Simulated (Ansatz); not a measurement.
Saddle point of Si3N2H11ClF, doublet (Si₃N₂H₉ ([SiH3][NH][SiH][NH][SiH3]) + HCl + HF → Si₂NH₅Cl ([SiH3][NH][SiH][Cl]) + SiNH₅ ([NH2][SiH3]) + HF (still joined by a long Si–N bond); bonds formed: Si1–Cl8, N2–H9, H7–F10; bonds broken: H7–Cl8, H9–F10; bonds weakened to dative contacts: Si1–N2), PBE0-D4/def2-TZVP structure:

```
18
angstrom
Si -0.0058 -0.4214 1.3498
N 1.5082 0.0963 0.4679
Si 1.4767 -0.2073 -1.3013
N -1.3193 -0.1601 0.2917
Si -2.4037 -1.3210 -0.4095
H 0.1501 -1.9036 1.4872
H 0.6698 2.7406 1.1433
Cl -0.6865 2.7505 1.5926
H 1.7139 1.3090 0.6071
F 1.8555 2.4752 0.7191
H 2.3177 -0.3481 0.8980
H 0.6379 0.8338 -1.9247
H 0.9403 -1.5655 -1.5556
H 2.8822 -0.1186 -1.7641
H -1.5829 0.8185 0.2249
H -2.3941 -2.5478 0.4260
H -1.9933 -1.6953 -1.7911
H -3.7666 -0.7354 -0.4614
```

Energies are electronic, without zero-point energy. Barriers and step energies count from the start structure reached by relaxing down the imaginary mode; all methods use the PBE0-D4 structures, on which another method's saddle can fall below an end. Ansatz 0.2.0; basis: def2-TZVPP, with def2-QZVPP for the basis limit; cores frozen in the correlated methods; orbitals are unrestricted. B3LYP uses VWN-RPA correlation. Extrapolation: Hartree–Fock as exp(−7.88 √X), correlation as X^−2.97.

```csv
method,barrier (kcal/mol),step energy (kcal/mol)
SPW92,-2.80,-11.32
PBE-D4,2.19,-8.07
BLYP-D4,3.59,-5.50
r2SCAN-D4,?,-8.00
B97M-V,6.92,-9.08
PBE0-D4,?,-8.32
B3LYP-D4,5.32,-5.87
r2SCAN0-D4,4.94,-8.38
BHLYP-D4,7.84,-6.19
CAM-B3LYP-D4,5.85,-5.28
wB97X-V,6.31,-7.61
wB97M-V,6.14,-9.44
B2PLYP,?,-5.28
PBE-QIDH,6.48,-7.88
RPA on PBE,8.58,-5.25
HF,15.69,-1.18
MP2,7.05,-6.06
CCSD,9.84,-5.15
CCSD(T),8.45,-5.84
```

Fill in the withheld barriers. (To be estimated.)

Computed: r2SCAN-D4 3.24; PBE0-D4 4.46; B2PLYP 7.16 kcal/mol. Each is the energy of the saddle less that of the start structure, by the same method.

For comparison, the barrier by CCSD(T) at an estimated basis limit (MP2 extrapolated from triple and quadruple zeta, plus CCSD(T) − MP2 in triple zeta) is 7.62 kcal/mol.

T1 diagnostic: at most 0.013. ⟨S²⟩ of the unrestricted Hartree–Fock references: 0.75 to 0.76 (a pure state has 0.75).

Labels in which every atom is bracketed show which atoms are joined, not bond orders.

For scale, one of the runs: CCSD(T)/def2-TZVPP, 415 basis functions, launched by `ansatz run in.yaml --threads 4 --pin off --events-out ev --progress --plain --max-ram 66560MiB --backend cuda --devices 0, --max-vram 37GiB`. The run took 2.3 min on 4 CPU threads of an AMD EPYC 7R13 and a share of one NVIDIA H100 (shared host), with 1.9 GiB of host memory at its peak.
